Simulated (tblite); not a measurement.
Record of a relaxation.

Species: C4H6FNSi2.
SMILES with atom numbers: `[CH3:1][C:2]1=[C:3]([F:4])[SiH2:5][Si@H:6]1[C:7]#[N:8]` (hydrogens: H9, H10, H11 on C1; H12, H13 on Si5; H14 on Si6)

Computed with GFN2-xTB (tblite), gas phase: L-BFGS steps from a force-field or distance-geometry start until the largest atomic force falls under 0.01 eV/Å. 13 of its 126 geometries are shown.

Step 0: E = -614.5276 eV, largest atomic force 5.321 eV/Å
```
atom  x, y, z in Å  |  force x, y, z in eV/Å
C1      1.214    0.556   -1.636   -0.684  -0.775   0.940
C2      0.298   -0.069   -0.578    2.739   1.647  -3.156
C3      0.310   -1.300   -0.149    1.977  -3.138  -0.958
F4      1.146   -2.328   -0.610   -0.673   1.103   0.282
Si5    -0.996   -1.376    1.103   -1.867  -3.761   3.269
Si6    -1.008    0.669    0.415   -2.636   3.606  -0.021
C7     -0.399    1.886    1.636    1.454   3.331   2.825
N8     -0.021    2.677    2.429   -1.240  -2.646  -2.550
H9      0.900    1.599   -1.778    0.416  -0.508  -0.265
H10     1.149   -0.073   -2.540    0.113   0.605   0.214
H11     2.222    0.468   -1.214   -0.091   0.337  -0.418
H12    -2.159   -2.237    0.766    0.401   0.089   0.141
H13    -0.479   -1.623    2.474   -0.174  -0.161  -0.361
H14    -2.179    1.152   -0.341    0.265   0.272   0.058
```

Step 10: E = -615.3619 eV, largest atomic force 0.479 eV/Å
```
atom  x, y, z in Å  |  force x, y, z in eV/Å
C1      1.230    0.529   -1.624   -0.203  -0.031   0.149
C2      0.312   -0.065   -0.589    0.352   0.024  -0.324
C3      0.299   -1.339   -0.153    0.292   0.020  -0.212
F4      1.153   -2.293   -0.627   -0.239   0.205   0.144
Si5    -1.032   -1.486    1.197   -0.103  -0.074   0.127
Si6    -1.102    0.710    0.429   -0.038   0.112  -0.018
C7     -0.428    2.003    1.600    0.060   0.059   0.211
N8     -0.008    2.672    2.436   -0.138  -0.118  -0.323
H9      0.957    1.561   -1.826   -0.030   0.032   0.025
H10     1.186   -0.022   -2.566   -0.034  -0.085   0.123
H11     2.268    0.517   -1.286   -0.107  -0.087   0.060
H12    -2.160   -2.349    0.816    0.165  -0.046   0.139
H13    -0.493   -1.750    2.538   -0.111  -0.130  -0.166
H14    -2.182    1.312   -0.368    0.134   0.117   0.065
```

Step 21: E = -615.4096 eV, largest atomic force 0.086 eV/Å
```
atom  x, y, z in Å  |  force x, y, z in eV/Å
C1      1.220    0.533   -1.624   -0.031  -0.019   0.032
C2      0.310   -0.051   -0.595   -0.014  -0.005  -0.013
C3      0.304   -1.322   -0.154   -0.020   0.030   0.010
F4      1.149   -2.278   -0.614   -0.023   0.043   0.024
Si5    -1.040   -1.491    1.193    0.026  -0.055  -0.026
Si6    -1.114    0.719    0.422    0.062  -0.055  -0.023
C7     -0.434    1.991    1.607   -0.013   0.024  -0.008
N8     -0.024    2.725    2.386    0.010   0.036   0.006
H9      0.957    1.567   -1.840    0.005  -0.067   0.011
H10     1.172   -0.047   -2.549    0.022   0.036   0.058
H11     2.252    0.504   -1.267   -0.060  -0.001  -0.038
H12    -2.110   -2.435    0.865   -0.008  -0.003  -0.041
H13    -0.518   -1.852    2.513    0.015   0.021  -0.011
H14    -2.125    1.437   -0.365    0.030   0.015   0.020
```

Step 31: E = -615.4133 eV, largest atomic force 0.023 eV/Å
```
atom  x, y, z in Å  |  force x, y, z in eV/Å
C1      1.210    0.528   -1.619    0.004  -0.005  -0.001
C2      0.303   -0.056   -0.591    0.001   0.005   0.014
C3      0.304   -1.326   -0.151   -0.018   0.001  -0.001
F4      1.155   -2.275   -0.610   -0.004   0.006  -0.003
Si5    -1.043   -1.508    1.184    0.004   0.004   0.002
Si6    -1.108    0.714    0.437    0.012  -0.001  -0.005
C7     -0.432    2.004    1.609    0.008  -0.013  -0.004
N8     -0.027    2.757    2.372   -0.001   0.018  -0.004
H9      0.944    1.559   -1.840   -0.003  -0.009   0.006
H10     1.169   -0.055   -2.540    0.004  -0.002  -0.001
H11     2.240    0.502   -1.261    0.005   0.019  -0.012
H12    -2.108   -2.451    0.835    0.005   0.004  -0.006
H13    -0.511   -1.855    2.503   -0.014  -0.015   0.010
H14    -2.098    1.460   -0.351   -0.003  -0.012   0.007
```

Step 42: E = -615.4149 eV, largest atomic force 0.028 eV/Å
```
atom  x, y, z in Å  |  force x, y, z in eV/Å
C1      1.209    0.529   -1.615   -0.007  -0.008  -0.002
C2      0.315   -0.059   -0.580    0.004   0.004   0.015
C3      0.309   -1.331   -0.147   -0.008  -0.007  -0.006
F4      1.146   -2.285   -0.621    0.004   0.008   0.007
Si5    -1.042   -1.516    1.185    0.004  -0.009  -0.003
Si6    -1.092    0.711    0.454   -0.001   0.026   0.009
C7     -0.418    2.019    1.607   -0.006   0.006  -0.002
N8     -0.027    2.800    2.349    0.005  -0.008  -0.008
H9      0.920    1.552   -1.844    0.007   0.004  -0.010
H10     1.174   -0.065   -2.529    0.001  -0.006  -0.020
H11     2.243    0.528   -1.268   -0.007   0.011   0.021
H12    -2.105   -2.447    0.801   -0.006   0.003   0.007
H13    -0.540   -1.885    2.510    0.000  -0.010  -0.008
H14    -2.096    1.448   -0.326    0.008  -0.014   0.003
```

Step 52: E = -615.4155 eV, largest atomic force 0.039 eV/Å
```
atom  x, y, z in Å  |  force x, y, z in eV/Å
C1      1.208    0.529   -1.614   -0.009  -0.001   0.005
C2      0.315   -0.058   -0.577    0.012   0.001   0.010
C3      0.309   -1.331   -0.147    0.006  -0.008  -0.001
F4      1.147   -2.283   -0.624   -0.009   0.002   0.002
Si5    -1.042   -1.519    1.184    0.006  -0.014   0.002
Si6    -1.085    0.711    0.465   -0.014   0.025   0.009
C7     -0.414    2.032    1.606    0.017   0.002   0.009
N8     -0.015    2.818    2.339   -0.015  -0.024  -0.027
H9      0.911    1.546   -1.856   -0.009   0.009  -0.003
H10     1.185   -0.073   -2.523    0.016  -0.010  -0.002
H11     2.239    0.546   -1.258    0.001  -0.001   0.004
H12    -2.113   -2.440    0.794   -0.002   0.008   0.000
H13    -0.547   -1.912    2.505    0.009   0.002  -0.008
H14    -2.097    1.431   -0.319   -0.009   0.011   0.000
```

Step 62: E = -615.4165 eV, largest atomic force 0.026 eV/Å
```
atom  x, y, z in Å  |  force x, y, z in eV/Å
C1      1.207    0.531   -1.606   -0.009   0.005   0.001
C2      0.313   -0.056   -0.569    0.005  -0.011  -0.012
C3      0.307   -1.331   -0.146   -0.007  -0.017  -0.017
F4      1.141   -2.281   -0.633   -0.002  -0.005   0.005
Si5    -1.041   -1.526    1.185   -0.004  -0.005   0.003
Si6    -1.087    0.709    0.476    0.009   0.014   0.008
C7     -0.402    2.040    1.593    0.007   0.010   0.023
N8      0.006    2.836    2.311   -0.006  -0.016  -0.015
H9      0.883    1.531   -1.881   -0.005   0.013  -0.008
H10     1.223   -0.097   -2.497    0.016  -0.005   0.005
H11     2.228    0.592   -1.228   -0.003   0.007   0.002
H12    -2.135   -2.414    0.784    0.008  -0.008   0.006
H13    -0.534   -1.958    2.489   -0.008   0.013   0.000
H14    -2.109    1.424   -0.301   -0.001   0.004  -0.001
```

Step 73: E = -615.4216 eV, largest atomic force 0.137 eV/Å
```
atom  x, y, z in Å  |  force x, y, z in eV/Å
C1      1.212    0.542   -1.591   -0.010   0.016   0.005
C2      0.297   -0.070   -0.586    0.049  -0.019   0.014
C3      0.272   -1.352   -0.184    0.009  -0.018   0.026
F4      1.090   -2.318   -0.667   -0.004   0.061  -0.058
Si5    -1.049   -1.543    1.173   -0.053   0.008   0.046
Si6    -1.081    0.700    0.496    0.059   0.013   0.014
C7     -0.360    2.043    1.579    0.068   0.069   0.044
N8      0.084    2.862    2.249   -0.061  -0.108  -0.059
H9      0.779    1.456   -1.995    0.005  -0.025  -0.032
H10     1.428   -0.149   -2.408   -0.023   0.017   0.076
H11     2.160    0.804   -1.116   -0.063  -0.018  -0.009
H12    -2.182   -2.396    0.799    0.026  -0.018  -0.002
H13    -0.519   -2.001    2.459   -0.011   0.020  -0.025
H14    -2.134    1.421   -0.231    0.007   0.003  -0.039
```

Step 83: E = -615.4343 eV, largest atomic force 0.071 eV/Å
```
atom  x, y, z in Å  |  force x, y, z in eV/Å
C1      1.209    0.552   -1.569   -0.006  -0.020  -0.011
C2      0.289   -0.078   -0.587   -0.020   0.008   0.015
C3      0.234   -1.369   -0.222    0.004  -0.013   0.019
F4      1.026   -2.330   -0.756   -0.011  -0.014   0.007
Si5    -1.070   -1.555    1.159    0.006   0.037  -0.002
Si6    -1.064    0.703    0.502   -0.041  -0.020   0.054
C7     -0.297    2.038    1.564   -0.043  -0.011   0.043
N8      0.149    2.844    2.247    0.015  -0.016  -0.015
H9      0.693    1.331   -2.129    0.026  -0.022  -0.021
H10     1.617   -0.186   -2.261    0.012   0.032   0.033
H11     2.035    1.020   -1.029   -0.008   0.002  -0.060
H12    -2.193   -2.439    0.827    0.047   0.038  -0.008
H13    -0.514   -1.968    2.452   -0.008   0.000  -0.042
H14    -2.115    1.436   -0.220    0.027  -0.002  -0.014
```

Step 94: E = -615.4408 eV, largest atomic force 0.039 eV/Å
```
atom  x, y, z in Å  |  force x, y, z in eV/Å
C1      1.207    0.555   -1.563    0.017   0.005  -0.004
C2      0.287   -0.070   -0.578   -0.011  -0.007   0.001
C3      0.216   -1.365   -0.232   -0.003  -0.002   0.008
F4      0.980   -2.334   -0.792    0.023  -0.001   0.019
Si5    -1.073   -1.552    1.159    0.002   0.011   0.000
Si6    -1.069    0.705    0.518   -0.009  -0.010  -0.019
C7     -0.299    2.024    1.593    0.025   0.012  -0.012
N8      0.199    2.821    2.249   -0.019  -0.004   0.032
H9      0.664    1.232   -2.221    0.010  -0.022   0.003
H10     1.718   -0.199   -2.160   -0.006   0.002  -0.004
H11     1.958    1.142   -1.030   -0.026   0.008  -0.028
H12    -2.191   -2.438    0.824    0.002   0.014   0.005
H13    -0.502   -1.966    2.444   -0.015  -0.009  -0.025
H14    -2.095    1.444   -0.233    0.010   0.004   0.024
```

Step 104: E = -615.4479 eV, largest atomic force 0.052 eV/Å
```
atom  x, y, z in Å  |  force x, y, z in eV/Å
C1      1.203    0.547   -1.583   -0.009  -0.020  -0.036
C2      0.296   -0.065   -0.577    0.009   0.004  -0.022
C3      0.219   -1.358   -0.226    0.010  -0.032   0.018
F4      0.981   -2.337   -0.772    0.012   0.035  -0.007
Si5    -1.083   -1.537    1.152    0.016  -0.029   0.031
Si6    -1.046    0.724    0.526   -0.030  -0.013  -0.040
C7     -0.270    2.014    1.629    0.006   0.009   0.027
N8      0.205    2.787    2.330   -0.003  -0.003   0.001
H9      0.621    1.053   -2.354    0.002   0.009  -0.004
H10     1.835   -0.205   -2.053   -0.001   0.001   0.007
H11     1.837    1.294   -1.105   -0.001   0.007   0.007
H12    -2.208   -2.404    0.794   -0.004   0.020   0.006
H13    -0.516   -1.995    2.423   -0.030   0.008  -0.006
H14    -2.073    1.481   -0.206    0.021   0.003   0.018
```

Step 115: E = -615.4501 eV, largest atomic force 0.016 eV/Å
```
atom  x, y, z in Å  |  force x, y, z in eV/Å
C1      1.196    0.539   -1.606    0.004   0.000   0.001
C2      0.297   -0.064   -0.588    0.008  -0.004   0.003
C3      0.234   -1.353   -0.218   -0.011   0.000   0.006
F4      1.009   -2.325   -0.757    0.003   0.004   0.010
Si5    -1.078   -1.528    1.153   -0.001  -0.010   0.001
Si6    -1.040    0.729    0.518   -0.001  -0.004   0.002
C7     -0.267    1.990    1.660   -0.007  -0.005  -0.005
N8      0.192    2.747    2.388    0.012   0.002   0.008
H9      0.610    0.974   -2.416   -0.012   0.006  -0.008
H10     1.874   -0.204   -2.022   -0.005   0.001   0.001
H11     1.780    1.341   -1.155    0.007   0.000  -0.001
H12    -2.214   -2.377    0.786    0.011   0.006  -0.003
H13    -0.540   -1.988    2.435   -0.003   0.000  -0.003
H14    -2.052    1.517   -0.198   -0.004   0.004  -0.010
```

Step 125: E = -615.4508 eV, largest atomic force 0.006 eV/Å
```
atom  x, y, z in Å  |  force x, y, z in eV/Å
C1      1.188    0.539   -1.613    0.006  -0.002  -0.001
C2      0.299   -0.063   -0.587   -0.002   0.000   0.003
C3      0.249   -1.348   -0.201   -0.006   0.001   0.002
F4      1.039   -2.318   -0.721    0.001   0.002   0.001
Si5    -1.077   -1.524    1.157    0.003  -0.001  -0.005
Si6    -1.048    0.730    0.509    0.001   0.000  -0.001
C7     -0.273    1.981    1.660    0.002   0.002   0.003
N8      0.194    2.726    2.396   -0.001  -0.004  -0.003
H9      0.593    1.003   -2.400   -0.001   0.002  -0.002
H10     1.841   -0.211   -2.058   -0.001   0.002   0.003
H11     1.801    1.319   -1.161   -0.002  -0.004  -0.001
H12    -2.203   -2.379    0.771    0.001   0.002  -0.002
H13    -0.559   -1.983    2.447    0.000   0.004   0.000
H14    -2.046    1.525   -0.220   -0.002  -0.003   0.003
```

Task: Summarise the path.

Result: The energy falls by 0.9232 eV from step 0 to step 125; nine tenths of that is first reached at step 10. It rises by more than 0.2 meV at step 100. The largest force goes from 5.321 to 0.006 eV/Å. Among the bonds Si5–Si6 changes most, from 2.158 to 2.346 Å; the atoms move by 0.459 Å rms after alignment.

The cost below is that of the whole relaxation. Time: 0.79 s of wall time. Hardware: Arm Neoverse V2, one thread, no GPU, shared host with 32 logical CPUs at a one-minute load of 20.
